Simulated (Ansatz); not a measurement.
The cluster Re₄⁺, 4 atoms. Hardware: 2 threads of Arm Neoverse V1 on a shared host.

In the def2 sets Re takes a core potential; there is no spin–orbit coupling. Correlated methods freeze no core orbitals; core or outer-core shells of Re are correlated, in sets that lack core-valence functions.

(1) How many basis functions does each of these Ansatz runs have, and roughly what does it cost? PBE0-D4/def2-SVP, charge 1 doublet, relaxation, 18 steps; PBE0-D4/def2-SVP, charge 1 quartet, energy with a search over starts; r2SCAN-D4/def2-TZVP, charge 0 singlet at the geometry of the charge 1 doublet, energy, from earlier orbitals; PBE0-D4/def2-TZVP, charge 0 triplet at the geometry of the charge 1 doublet, energy; PBE-D4/def2-TZVP, charge 1 quartet, energy, from earlier orbitals; PBE-D4/def2-TZVP, charge 0 triplet at the geometry of the charge 1 doublet, energy, from earlier orbitals; MP2/def2-TZVP, charge 1 doublet, energy, from earlier orbitals; MP2/def2-TZVP, charge 1 quartet, energy, from earlier orbitals; r2SCAN-D4/def2-TZVP, charge 1 quartet, energy, from earlier orbitals; PBE0-D4/def2-SVP, charge 0 singlet at the geometry of the charge 1 doublet, energy with a search over starts; r2SCANh-D4/def2-TZVP, charge 1 doublet, energy, from earlier orbitals; LDA (SPW92)/def2-TZVP, charge 1 quartet, energy, from earlier orbitals.

Results:

(1) Other jobs shared the machine, so times can vary by a factor of up to 3. A dash marks memory too small to be measured apart from the calling script's.

```
                                                                                                         run  functions  fitting or Cholesky vectors  wall time  peak host memory (GiB)
                                      LDA (SPW92)/def2-TZVP, charge 1 quartet, energy, from earlier orbitals        160                         1368      4.3 s                       –
PBE0-D4/def2-SVP, charge 0 singlet at the geometry of the charge 1 doublet, energy with a search over starts        128                         1320      7.5 s                       –
                                           PBE-D4/def2-TZVP, charge 1 quartet, energy, from earlier orbitals        160                         1368       11 s                       –
                                              MP2/def2-TZVP, charge 1 quartet, energy, from earlier orbitals        160                         1484       12 s                       –
r2SCAN-D4/def2-TZVP, charge 0 singlet at the geometry of the charge 1 doublet, energy, from earlier orbitals        160                         1368       13 s                       –
                                              MP2/def2-TZVP, charge 1 doublet, energy, from earlier orbitals        160                         1484       13 s                       –
                                        PBE0-D4/def2-SVP, charge 1 quartet, energy with a search over starts        128                         1268       30 s                       –
   PBE-D4/def2-TZVP, charge 0 triplet at the geometry of the charge 1 doublet, energy, from earlier orbitals        160                         1368       49 s                       –
                         PBE0-D4/def2-TZVP, charge 0 triplet at the geometry of the charge 1 doublet, energy        160                         1580       63 s                    0.94
                                        r2SCAN-D4/def2-TZVP, charge 1 quartet, energy, from earlier orbitals        160                         1368       69 s                    0.62
                                       r2SCANh-D4/def2-TZVP, charge 1 doublet, energy, from earlier orbitals        160                         1368       88 s                    0.98
                                                    PBE0-D4/def2-SVP, charge 1 doublet, relaxation, 18 steps        128                         1364    4.4 min                       –
```
